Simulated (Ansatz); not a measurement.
Consider the formal exchange of groups at the Si–C bond: `[SiH3]C([SiH3])S` + `CC#CC` → `CC#CC[SiH3]` + `[SiH3]CS`.

Program: Ansatz. Geometries: PBE0-D4/def2-TZVP. ΔE: electronic, gas phase. CCSD(T)/CBS adds triple-zeta CCSD(T) − MP2 to the extrapolated MP2 energy (def2 sets, frozen cores). DFT in def2-TZVPP. B3LYP here is the variant with VWN-RPA as its local correlation; programs differ in this. Each species was taken in one conformer, which may not be the lowest.

Task: Is it downhill or uphill in electronic energy at CCSD(T)/CBS, and by how much? (An estimate is asked.)

Result: Ansatz gave: Uphill: ΔE = +8.5 kJ/mol.

Task: What do these levels give: PBE-D4, PBE0-D4, B3LYP-D4, ωB97X-V, B2PLYP, r2SCAN, B3LYP, HF/def2-TZVPP, SCS-MP2/def2-TZVPP, MP2/def2-QZVPP, HF/CBS(def2), CCSD/CBS(def2)? (Best estimate.)

Result: Computed: PBE-D4 7.8, PBE0-D4 7.5, B3LYP-D4 7.3, ωB97X-V 6.3, B2PLYP 4.3, r2SCAN 6.2, B3LYP 1.2, HF/def2-TZVPP 0.1, SCS-MP2/def2-TZVPP 7.2, MP2/def2-QZVPP 9.3, HF/CBS(def2) -0.2, CCSD/CBS(def2) 7.0 kJ/mol.

Largest T1 diagnostic among the species: 0.012.

The D4 term adds +6.1 kJ/mol with B3LYP and +3.2 kJ/mol with PBE0; it sums over pairs of atoms, weighted by their polarisabilities, and B3LYP, whose exchange is more repulsive, gets the larger term. In def2-TZVPP, CCSD(T) changes the Hartree–Fock value by +7.5 kJ/mol (the triples alone add +1.5 kJ/mol) and MP2 by +8.7 kJ/mol.
